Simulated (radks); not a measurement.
Results of a calculation; reference values are marked as such.
All-electron atom: Mn4+ in [Ar] 3d3. Level of theory: scalar-relativistic Kohn-Sham, Slater X-alpha with alpha = 0.797, spin-unpolarised, spherical densities, finite nucleus; Fermi nuclear charge, rms radius 3.7057 fm (a radial shooting solver on a logarithmic mesh with Libxc functionals).

Normalised radial functions P(r) = r R(r), r in bohr:

r,1s,2s
0.004593,1.0448,0.3167
0.005179,1.1586,0.3510
0.005839,1.2823,0.3882
0.006584,1.4164,0.4284
0.007364,1.5508,0.4685
0.008303,1.7046,0.5143
0.009362,1.8681,0.5626
0.01056,2.0404,0.6131
0.01181,2.2080,0.6618
0.01331,2.3931,0.7147
0.01501,2.5814,0.7674
0.01692,2.7697,0.8185
0.01893,2.9417,0.8632
0.02134,3.1176,0.9058
0.02406,3.2790,0.9404
0.02713,3.4194,0.9639
0.03059,3.5319,0.9727
0.03421,3.6051,0.9644
0.03858,3.6424,0.9337
0.04349,3.6307,0.8763
0.04904,3.5643,0.7881
0.05485,3.4501,0.6748
0.06185,3.2708,0.5179
0.06973,3.0352,0.3231
0.07862,2.7497,0.0916
0.08794,2.4474,-0.1542
0.09915,2.0983,-0.4430
0.1118,1.7394,-0.7476
0.126,1.3883,-1.0540
0.141,1.0827,-1.3268
0.159,0.7924,-1.5868
0.1792,0.5499,-1.7949
0.2021,0.3596,-1.9340
0.226,0.2278,-1.9901
0.2548,0.1299,-1.9657
0.2873,0.0682,-1.8560
0.324,0.0326,-1.6723
0.3653,0.0140,-1.4340
0.4086,0.0057,-1.1846
0.4606,0.0019,-0.9137
0.5194,0.0006,-0.6626
0.5856,0.0001,-0.4492
0.655,0.0000,-0.2923
0.7385,0.0000,-0.1704
0.8327,0.0000,-0.0909
0.9388,0.0000,-0.0439
1.05,0.0000,-0.0201
1.184,0.0000,-0.0078
1.335,0.0000,-0.0026
1.505,0.0000,-0.0008
1.684,0.0000,-0.0002
1.898,0.0000,0.0000
2.14,0.0000,0.0000
2.413,0.0000,0.0000
2.699,0.0000,0.0000
3.043,0.0000,0.0000
3.431,0.0000,0.0000

1s: eigenvalue -6511.6 eV, 0 radial nodes, <r> = 0.0609 bohr, 90 % of the charge inside 0.109 bohr. 2s: eigenvalue -812.17 eV, 1 radial node at r = 0.0821 bohr, <r> = 0.279 bohr, 90 % of the charge inside 0.432 bohr.
